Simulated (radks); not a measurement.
Results of a calculation; reference values are marked as such.
Neutral erbium inside a hard spherical wall (all orbitals vanish at R), configuration held at [Xe] 4f12 6s2 and not refilled when levels cross. Code: a radial shooting solver on a logarithmic mesh with Libxc functionals. Model: scalar-relativistic Kohn-Sham, PBE, spin-unpolarised, spherical densities, point nucleus. Eigenvalues in eV, with the zero of energy where the potential of the charges vanishes at infinity; a dash marks a level that is unbound or too diffuse for the functional's potential to be trusted. A positive occupied level is held by the wall or, in an anion where self-interaction has pushed it up, behind a barrier. The pressure on the wall is -dE/dV.

| R (bohr) | E (hartree) | kinetic (hartree) | e(5s) | e(5p) | e(6s) | e(4f) | e(6p, empty) | e(5d, empty) | pressure (GPa) |
|---|---|---|---|---|---|---|---|---|---|
| free | -13086.3687 | 14189.803 | -51.863 | -26.386 | -3.832 | -3.139 | -1.134 | -0.915 | 0 |
| 8 | -13086.3535 | 14189.907 | -51.237 | -25.768 | -3.281 | -2.526 | 0.090 | -0.255 | 0.524 |
| 7 | -13086.3297 | 14190.029 | -50.670 | -25.213 | -2.669 | -1.968 | 1.182 | 0.337 | 1.74 |
| 6 | -13086.2685 | 14190.299 | -49.679 | -24.254 | -1.355 | -0.982 | 3.370 | 1.430 | 6.22 |
| 5 | -13086.1012 | 14190.949 | -47.935 | -22.598 | 1.678 | 0.805 | 8.102 | 3.534 | 25.5 |
| 3 | -13083.2795 | 14201.525 | -35.193 | -9.945 | 37.991 | 15.578 | 55.984 | 21.911 | 1250 |
| 2.5 | -13079.2008 | 14216.131 | -23.430 | 3.197 | 78.749 | 29.674 | 104.03 | 40.445 | 4890 |
| 2 | -13067.0015 | 14256.451 | 4.803 | 36.393 | 177.70 | 59.762 | 214.49 | 84.906 | 24600 |
| 1.5 | -13021.4393 | 14395.208 | 97.475 | 144.86 | 463.31 | 133.50 | 519.39 | 218.17 | 184000 |
